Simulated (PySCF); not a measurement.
r2SCAN on P- (phosphorus, charge -1), [Ne] 3s2 3p4, high-spin 3P determinant. Computed with PySCF 2.14 in x2c-TZVPPall with one added diffuse shell each of s, p, d type (6s6p4d1f, 51 functions), with the spin-free X2C one-electron Hamiltonian (Gaussian nucleus).

```
cycle= 1 E= -342.087443688429  delta_E= -0.0064  |g|= 0.0159  |ddm|= 0.104
cycle= 2 E= -342.087633325787  delta_E= -0.00019  |g|= 0.0147  |ddm|= 0.0508
cycle= 3 E= -342.087843613169  delta_E= -0.00021  |g|= 0.00515  |ddm|= 0.0324
cycle= 4 E= -342.087888255375  delta_E= -4.46e-05  |g|= 0.00168  |ddm|= 0.0153
cycle= 5 E= -342.0878968718  delta_E= -8.62e-06  |g|= 0.000262  |ddm|= 0.009
cycle= 6 E= -342.087897392145  delta_E= -5.2e-07  |g|= 5.87e-05  |ddm|= 0.00289
cycle= 7 E= -342.087897413031  delta_E= -2.09e-08  |g|= 4.78e-06  |ddm|= 0.000664
cycle= 8 E= -342.087897413174  delta_E= -1.43e-10  |g|= 5.21e-07  |ddm|= 6.03e-05
converged SCF energy = -342.087897413174  <S^2> = 2.0144313  2S+1 = 3.0096055
```

Highest occupied orbital energy: 1.743 eV; ⟨L²⟩ = 2.04; populations by l: s 6.00, p 10.00, d 0.00, f 0.00.

(1) Can this result be used?

Results:

(1) With care. The calculation finished and met its thresholds. At r2SCAN the highest occupied level has a positive energy, so only the finite basis holds that electron; in a semilocal or global hybrid functional this comes from self-interaction and does not mean that the real anion is unbound.
